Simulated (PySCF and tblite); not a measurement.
Results of a calculation; reference values are marked as such.
Stationary points of C6H11NO at GFN2-xTB, in Å:

Structure A

```
 1 C    -2.149   -0.920    0.455
 2 N    -1.776    0.386   -0.021
 3 C    -0.595    0.687   -0.510
 4 C    -0.324    2.118   -0.803
 5 C     0.469   -0.266   -0.530
 6 C     1.358   -0.325    0.544
 7 C     2.499   -1.326    0.373
 8 O     1.282    0.341    1.591
 9 H    -1.290   -1.577    0.312
10 H    -3.011   -1.295   -0.099
11 H    -2.395   -0.876    1.516
12 H    -2.463    1.122    0.111
13 H     0.231    2.222   -1.732
14 H    -1.218    2.739   -0.825
15 H     0.335    2.453    0.004
16 H     0.683   -0.810   -1.430
17 H     3.424   -0.775    0.210
18 H     2.332   -2.002   -0.460
19 H     2.608   -1.895    1.294
```

Structure B

```
 1 C    -2.098   -0.717    0.711
 2 N    -1.653    0.532    0.152
 3 C    -0.442    0.828   -0.364
 4 C    -0.478    2.062   -1.231
 5 C     0.747    0.173   -0.218
 6 C     1.158   -0.907    0.641
 7 C     2.523   -1.472    0.287
 8 O     0.550   -1.340    1.612
 9 H    -2.361   -1.432   -0.076
10 H    -2.976   -0.534    1.330
11 H    -1.305   -1.150    1.322
12 H    -2.396    1.156   -0.130
13 H     0.520    2.367   -1.527
14 H    -1.062    1.874   -2.132
15 H    -0.944    2.885   -0.691
16 H     1.551    0.558   -0.829
17 H     3.287   -0.715    0.457
18 H     2.555   -1.762   -0.761
19 H     2.734   -2.334    0.913
```

Structure C

```
 1 C    -2.407   -0.983    0.098
 2 N    -1.877    0.332   -0.152
 3 C    -0.561    0.655   -0.168
 4 C    -0.298    2.104   -0.426
 5 C     0.418   -0.270    0.029
 6 C     1.841   -0.029    0.020
 7 C     2.665   -1.281    0.270
 8 O     2.390    1.046   -0.164
 9 H    -2.125   -1.341    1.093
10 H    -2.038   -1.697   -0.643
11 H    -3.492   -0.948    0.035
12 H    -2.535    1.083   -0.272
13 H    -0.723    2.396   -1.386
14 H    -0.757    2.713    0.352
15 H     0.772    2.288   -0.437
16 H     0.132   -1.294    0.211
17 H     3.723   -1.033    0.257
18 H     2.459   -2.021   -0.501
19 H     2.406   -1.710    1.235
```

The path came from a restrained scan, a climbing-image band and a saddle search at GFN2-xTB; energies are PBE0/pcSseg-1 + D3(BJ)//GFN2-xTB, thermal terms GFN2-xTB.

Which structure is a saddle point, and along which motion?

A: one imaginary mode (835i cm⁻¹ at GFN2-xTB, mostly on H16), along the rotation about the C3–C5 bond (torsion N2–C3–C5–C6 from 179° to 351°, rising).

Give their symmetry and energies above the lowest.

A C1, 35.6 kcal/mol; B C1, 4.4 kcal/mol; C Cs, 0.0 kcal/mol.
